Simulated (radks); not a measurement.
Problem. The table gives one normalised radial function P(r) = r R(r) of Sc6+ in [Ne] 3s2 3p3 (r in bohr). Method: scalar-relativistic Kohn-Sham, r2SCAN, spin-polarised, spherical densities, finite nucleus; open shells are filled with parallel spins first; meta-GGA in the generalised Kohn-Sham scheme; Fermi nuclear charge, rms radius 3.5459 fm; computed with a radial shooting solver on a logarithmic mesh with Libxc functionals.

| r | P |
|---|---|
| 0.008573 | 0.4053 |
| 0.009589 | 0.4427 |
| 0.01081 | 0.4851 |
| 0.01209 | 0.5265 |
| 0.01363 | 0.5726 |
| 0.01525 | 0.6166 |
| 0.0172 | 0.6639 |
| 0.01923 | 0.7073 |
| 0.02169 | 0.7516 |
| 0.02426 | 0.7895 |
| 0.02735 | 0.8242 |
| 0.03083 | 0.8503 |
| 0.03449 | 0.8645 |
| 0.03889 | 0.8655 |
| 0.04349 | 0.8501 |
| 0.04904 | 0.8125 |
| 0.05485 | 0.7546 |
| 0.06185 | 0.6647 |
| 0.06917 | 0.5524 |
| 0.07799 | 0.4001 |
| 0.08724 | 0.2276 |
| 0.09836 | 0.0118 |
| 0.11 | -0.2150 |
| 0.124 | -0.4783 |
| 0.1387 | -0.7342 |
| 0.1564 | -1.0067 |
| 0.175 | -1.2462 |
| 0.1973 | -1.4710 |
| 0.2207 | -1.6368 |
| 0.2488 | -1.7538 |
| 0.2783 | -1.7972 |
| 0.3138 | -1.7689 |
| 0.3538 | -1.6656 |
| 0.3957 | -1.5104 |
| 0.4461 | -1.2973 |
| 0.499 | -1.0736 |
| 0.5626 | -0.8296 |
| 0.6293 | -0.6171 |
| 0.7096 | -0.4213 |
| 0.7936 | -0.2760 |
| 0.8948 | -0.1635 |
| 1.001 | -0.0935 |
| 1.128 | -0.0467 |
| 1.262 | -0.0221 |
| 1.423 | -0.0088 |
| 1.592 | -0.0033 |
| 1.795 | -0.0010 |
| 2.007 | -0.0003 |
| 2.263 | -0.0001 |
| 2.532 | 0.0000 |
| 2.854 | 0.0000 |
| 3.193 | 0.0000 |
| 3.6 | 0.0000 |

Which n and l does it have? It may be an empty orbital.

Solution. n = 2, l = 0: the number of nodes gives n - l - 1 = 1, the rise at small r (about r^(l+1)) gives l, and the extent must fit the shell. The curve is that of 2s down; the table hardly tells the two spins apart. 2s down: eigenvalue -588.08 eV, 1 radial node at r = 0.0990 bohr, <r> = 0.341 bohr, 90 % of the charge inside 0.529 bohr.
